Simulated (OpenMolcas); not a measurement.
**Ni4+, Pd4+, Pt4+: d6 down the group**

```yaml
Program: OpenMolcas 26.06
Method: RASSCF
Basis: ANO-RCC-VQZP
Scalar_Hamiltonian: DKH2, point nucleus
Spin-orbit_coupling: RASSI with atomic mean-field integrals over the reference wave functions, term energies averaged over their components
```

Active space for each ion: 12 electrons in 8 orbitals (RAS1 p, at most 2 holes; RAS2 d).

Computed levels in cm-1 above 5D4:

| Level | Ni4+ | Pd4+ | Pt4+ |
| --- | --- | --- | --- |
| 5D3 | 853 | 2006 | 7599 |
| 5D2 | 1435 | 3079 | 6668 |
| 5D1 | 1807 | 3812 | 10980 |
| 5D0 | 1988 | 4153 | 11192 |
| 3P1(1) | 30689 | 26543 | 43985 |
| 3H6 | 31582 | 23672 | 24958 |
| 3H5 | 31961 | 23973 | 24582 |
| 3F3(1) | 32546 | 25008 | 28006 |
| 3F2(1) | 32879 | 25752 | 28857 |
| weight of 5D in the lowest level (%) | 100 | 98 | 82 |

Mixed levels, with the weight of the term that names them: Pt4+ 5D2 (61 %), Pt4+ 3P1(1) (68 %), Pt4+ 3H5 (51 %), Pt4+ 3F3(1) (55 %), Pt4+ 3F2(1) (71 %).

Measured, with the error of the calculation in %. Measured levels: Ni4+ from Corliss and Sugar, J. Phys. Chem. Ref. Data 10, 197 (1981).

```json
{"Level": "5D3", "Ni4+": "890 (-4.2)"}
{"Level": "5D2", "Ni4+": "1490 (-3.7)"}
{"Level": "5D1", "Ni4+": "1872 (-3.5)"}
{"Level": "5D0", "Ni4+": "2058 (-3.4)"}
{"Level": "3P1(1)", "Ni4+": "28698 (+6.9)"}
{"Level": "3H6", "Ni4+": "27111 (+16.5)"}
{"Level": "3H5", "Ni4+": "27578 (+15.9)"}
{"Level": "3F3(1)", "Ni4+": "29571 (+10.1)"}
{"Level": "3F2(1)", "Ni4+": "29899 (+10.0)"}
```

The fine-structure level 5D0 changes by a factor of 5.63 from Ni4+ to Pt4+.

Without spin-orbit coupling 3P(1) lies 28507, 21257, 20026 cm-1 above 5D in that order; the difference to the level 3P1(1), of either sign, comes from spin-orbit coupling, which also lowers the zero.

Without dynamic correlation excited terms often stand tens of per cent too high (terms of higher spin than the ground term too low), and those without a measured partner can miss by more than the paired ones. Active for correlation alone: 3p; no level in the range computed is led by a configuration that opens it, so any true level of that kind is missing (holds for Ni4+). Active for correlation alone: 4p; no level in the range computed is led by a configuration that opens it, so any true level of that kind is missing (holds for Pd4+). Active for correlation alone: 5p; no level in the range computed is led by a configuration that opens it, so any true level of that kind is missing (holds for Pt4+). Computed and measured levels are paired by configuration, term and J; levels that our copy of the source lacks, or whose pairing is in doubt (as where it misses far off the trend of its configuration), stay unpaired and out of the deviations. Levels of configurations outside the active space are missing.

A number in round brackets counts repeated terms of one configuration in the order of the reference energies.
